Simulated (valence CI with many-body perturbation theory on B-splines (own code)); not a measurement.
# Dy¹⁵⁺: input, log and results

Computed by relativistic CI+MBPT: five valence electrons over a frozen Dirac-Fock core [Kr] 4d10, radial functions for each j: 7 s, 7 p, 7 d, 7 f, 4 g, 2 h, with the one-electron correlation potential Σ1 (screened to all orders), the two-electron term Σ2, the three-electron term Σ3, Breit, model QED; selected single and double excitations, second order for the rest, scaled by the run's own slope (own B-spline code, finite nucleus).

Command, and the settings that its task file holds:

```sh
python run_cv.py task.json out
```

```
atom Dy  Z=66  mass_number=164  rms_radius_fm=5.2218
core [Kr] 4d10
valence 4f5
avg = 1
basis = M
beyond = 1
breit = 1
cap = 32000
capref = 2200
cscale = 1
de = 0.0
dress = 0
eps = 2e-08
extrap = 1
h = 0.27
hh = 1
l2 = 3
lcore = 6
maxit = 60
n2 = 5
natural = 1
nlev = 190
nno = [4, 4, 4, 5, 3, 2]
nroot = 40
nsp = [3, 3, 3, 2, 1, 0]
pt2 = 1
qed = 1
rpa = 1
s1 = 1
s2 = 1
s3 = 1
screen = 1
tol = 2e-05
whole = 1
```

Task: Roughly how long does this run take on one core of Intel(R) Xeon(R) Processor @ 2.30GHz, and how much memory?

Result: 24 min on 1 thread of Intel(R) Xeon(R) Processor @ 2.30GHz, on a shared host, peak memory 1.3 GiB.

Log. The first blocks belong to the next ion, which gives the ionisation energy. Fields: 2J, parity (1 odd), roots, reference size, generating configurations, candidates as configurations/state functions, variational space P, stored matrix elements, Davidson steps; e2 is the range of second-order energies in hartree. The first line gives the box (bohr), its intervals, the orbitals and the steps of their self-consistent field. Window is the range of levels sought, series limit the energy at which the first omitted orbital would enter, core excitation an estimate of the first excitation out of the core, left out the lowest levels not solved, and shifts from estimates the range by which levels moved from their first estimate, all in cm⁻¹.

```
rmax 9.3 intervals 61 orbitals 61 references ['4f5', '4f4 5s', '4f3 5s2', '4f4 5p', '4f3 5s 5p'] scf 6 t 1.7
2J=8 par=0 roots 2 ref 62 generators 5 cand 2809/33425 P 247/3188 nnz 2.8e+06 it 12
2J=8 par=0 roots 2 ref 62 generators 14 cand 8613/135013 P 1308/15979 nnz 5e+07 it 13
   second order: generators 25 cand 11457/194613 e2 -0.00027 -0.00012
2J=10 par=0 roots 2 ref 49 generators 4 cand 2783/31299 P 205/3196 nnz 2.9e+06 it 9
2J=10 par=0 roots 2 ref 49 generators 16 cand 11011/169255 P 1181/16000 nnz 5.5e+07 it 12
   second order: generators 23 cand 13025/205770 e2 -0.00029 -0.00015
2J=12 par=0 roots 2 ref 41 generators 4 cand 2748/27093 P 256/3184 nnz 2.9e+06 it 8
2J=12 par=0 roots 2 ref 41 generators 14 cand 12403/170655 P 1484/15986 nnz 5.4e+07 it 9
   second order: generators 20 cand 11175/157853 e2 -0.00023 -0.00014
reference levels 1534, estimated 315, window 84498 1/cm; series limit 1645521, core excitation 1170455
2J=5 par=1 roots 16 ref 121 generators 7 cand 7122/140492 P 241/6355 nnz 9.7e+06 it 9
2J=5 par=1 roots 16 ref 121 generators 10 cand 7854/152309 P 911/25656 nnz 1.3e+08 it 11
   second order: generators 30 cand 44178/2271350 e2 -0.00392 -0.00111
2J=7 par=1 roots 16 ref 132 generators 5 cand 3642/108006 P 189/6385 nnz 1.1e+07 it 11
2J=7 par=1 roots 16 ref 132 generators 8 cand 7891/173230 P 659/24329 nnz 1.3e+08 it 12
   second order: generators 21 cand 39627/2404915 e2 -0.00538 -0.00174
2J=9 par=1 roots 17 ref 128 generators 7 cand 7071/160875 P 229/6325 nnz 9.8e+06 it 12
2J=9 par=1 roots 17 ref 128 generators 9 cand 7816/175137 P 709/25446 nnz 1.3e+08 it 13
   second order: generators 25 cand 37245/2639437 e2 -0.00476 -0.00177
2J=11 par=1 roots 16 ref 111 generators 6 cand 6920/148075 P 208/6399 nnz 1e+07 it 11
2J=11 par=1 roots 16 ref 111 generators 7 cand 7668/160952 P 700/24812 nnz 1.3e+08 it 13
   second order: generators 20 cand 24754/1329310 e2 -0.00457 -0.00163
2J=13 par=1 roots 13 ref 84 generators 6 cand 7420/139673 P 215/6396 nnz 1.1e+07 it 10
2J=13 par=1 roots 13 ref 84 generators 6 cand 7317/135851 P 764/24377 nnz 1.3e+08 it 10
   second order: generators 27 cand 47709/3062540 e2 -0.00360 -0.00136
2J=1 par=1 roots 6 ref 49 generators 4 cand 3516/35830 P 470/6394 nnz 9.1e+06 it 6
2J=1 par=1 roots 6 ref 49 generators 6 cand 7321/57265 P 2498/26853 nnz 1.3e+08 it 8
   second order: generators 43 cand 65787/1532203 e2 -0.00036 -0.00016
2J=3 par=1 roots 11 ref 94 generators 8 cand 7880/116243 P 292/6384 nnz 9.4e+06 it 9
...
2J=19 par=0 roots 3 ref 10 generators 12 cand 22169/475447 P 2389/31381 nnz 1.4e+08 it 8
   second order: generators 35 cand 53982/1246323 e2 -0.00044 -0.00034
2J=23 par=1 roots 1 ref 3 generators 1 cand 1728/12185 P 753/6398 nnz 1.2e+07 it 4
2J=23 par=1 roots 1 ref 3 generators 1 cand 1244/8285 P 1347/10825 nnz 3e+07 it 5
   second order: generators 9 cand 21847/411735 e2 -0.00012 -0.00012
2J=21 par=0 roots 2 ref 3 generators 2 cand 3428/31354 P 949/6397 nnz 6.8e+06 it 5
2J=21 par=0 roots 2 ref 3 generators 9 cand 16122/255238 P 2938/25768 nnz 9.2e+07 it 9
   second order: generators 27 cand 40681/718639 e2 -0.00022 -0.00019
left out: unestimated 119723, estimated 91477, shifts from estimates -471 to 589
operators 4.8
```

The Davidson iterations converged.

No measured levels were compared; by estimate terms of the open shell hold to a few per cent of their energy, and close levels can change places; configurations with another count of f electrons can be misplaced by thousands of cm⁻¹. Among the levels kept, up to 1300 cm⁻¹ of a level comes from second order outside the variational space, and about a tenth of that is noise between levels of different J, which matters for small intervals.

```yaml
Valence_energy: -72.59175 hartree
Ionisation_energy: "321.01 eV (NIST: 332 ± 16 eV (theoretical))"
Reference_configurations_for_the_orbitals: 4f5, 4f4 5s, 4f3 5s2, 4f4 5p, 4f3 5s 5p
Radial_orbitals: 61
Box_radius: 9.333 bohr
Largest_variational_space: 31993
Lowest_levels: 4f5 6H°_5/2 0.0000, 4f5 6H°_7/2 0.3218, 4f5 6H°_9/2 0.6764, 4f5 6H°_11/2 1.045, 4f5 6H°_13/2 1.414, 4f5 6F°_1/2 1.472, 4f5 6F°_3/2 1.518, 4f5 6F°_5/2 1.633, 4f5 6H°_15/2 1.776, 4f5 6F°_7/2 1.894, 4f4.5s 6I_7/2 2.117, 4f5 6F°_9/2 2.242, 4f4.5s 6I_9/2 2.468, 4f5 6F°_11/2 2.633 eV
```
